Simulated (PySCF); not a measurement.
Bi(H)(OH)2 (BiH3O2), SMILES [OH][BiH][OH]. Atoms are numbered in the order given.

```xyz
6

Bi     0.0163    -0.2451     0.0000
H     -1.8224    -0.2953     0.0000
O      0.1181     1.0902     1.6158
H     -0.7099     1.5959     1.6890
O      0.1181     1.0902    -1.6158
H     -0.7099     1.5959    -1.6890
```
Charge 0, spin multiplicity 1.

Coordinates come from a PBE-D3(BJ)/def2-TZVP optimisation. The def2 effective core potentials stand for the cores of Bi; spin–orbit coupling is left out. Other conformers were not sampled.

All values below come from HF/def2-TZVPD (PySCF).

Isolated molecule, no solvent.

* **total energy**: -365.08972 hartree
* **point group**: Cs
* **highest occupied level**: -10.89 eV
* **lowest empty level**: 1.26 eV
* **orbital gap**: 12.15 eV
* **dipole moment**: 2.88 D
* **quadrupole, principal values (traceless, Buckingham form, about the centre of nuclear charge)**: -8.22, -3.24, 11.47 D·Å
* **mean static polarisability**: 52.3 bohr³ (7.76 Å³)
* **polarisability, principal values**: 49.5, 53.2, 54.3 bohr³
